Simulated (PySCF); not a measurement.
Structure elucidation problem

Molecular formula: C₅H₁₀FPSi. Simulated spectra:

¹H NMR (400 MHz, computed): δ 6.05 (m, 1H), 5.48 (m, 1H), 5.33 (m, 1H), 5.20 (m, 1H), 4.89 (m, 1H), 3.29 (m, 1H), 1.63 (m, 1H), 1.50 (m, 2H), 0.87 (m, 1H).

¹³C{¹H} NMR (computed): δ 151.7 (CH), 118.9 (CH2), 96.3 (CH), 52.8 (CH), 15.3 (CH2).

Computed data (PySCF 2.14.0 with density-fitted response routines): geometry: GFN2-xTB, σ from GIAO-PBE0/pcSseg-1. No relativistic terms, equivalent nuclei averaged, in vacuum, single conformer.

Referencing at the same level of theory: ¹H (σ = 31.72 ppm) and ¹³C (σ = 186.93 ppm) vs TMS.

Which of these isomers gave the spectra?
A. C=C[C@@H]1C[Si@H](P)[C@@H]1F
B. C=C[C@@H]1C[Si@@H](P)[C@H]1F
C. C=C/C=C(/F)[Si@@H](C)P
D. C=C/C=C(\F)[Si@@H](C)P

Results:

B. 

1. 5 carbon signals for 5 carbons: no two carbons are equivalent.
2. Carbon types of the structure: 3 × CH, 2 × CH2, leaving 3 H on heteroatoms.
3. δC 151.7: alkene CH; the olefinic region.
4. δC 118.9: terminal =CH2 carbon; an sp2 carbon of a C=C bond.
5. δC 96.3: sp3 CH bonded to F and Si; the inductive effect lowers its shielding.
6. δC 52.8: allylic sp3 CH; aliphatic region, no heteroatom directly attached.
7. δH 5.33, 5.20: hydrogen on a terminal =CH2 carbon; attached to an sp2 carbon and in the plane of the double bond.

The others: C=C/C=C(\F)[Si@@H](C)P would give 7 signals for carbon-bound and other non-exchanging H, not 9; C=C[C@@H]1C[Si@H](P)[C@@H]1F has carbons computed at 148.7, 120.0, 96.6, 50.8, 21.7; C=C/C=C(/F)[Si@@H](C)P would give 7 signals for carbon-bound and other non-exchanging H, not 9.

Splittings by ¹⁹F and ³¹P in the carbon and heteronuclear signals aren't shown, as no couplings were computed. Shifts are as computed. Against solution values, carbons near 30 ppm lie about +3 ppm off and those near 130 ppm about +5 ppm. Of 1309 compounds with measured shifts, 239 miss one by over three times the rms of a fit or turn the order of signals round; such compounds aren't used in these exercises. No couplings were computed; multiplicities are counted from neighbouring protons, with m where these are inequivalent, close in shift, in a saturated or five-membered ring or joined by F or P, and br s for small geminal =CH2 splittings.
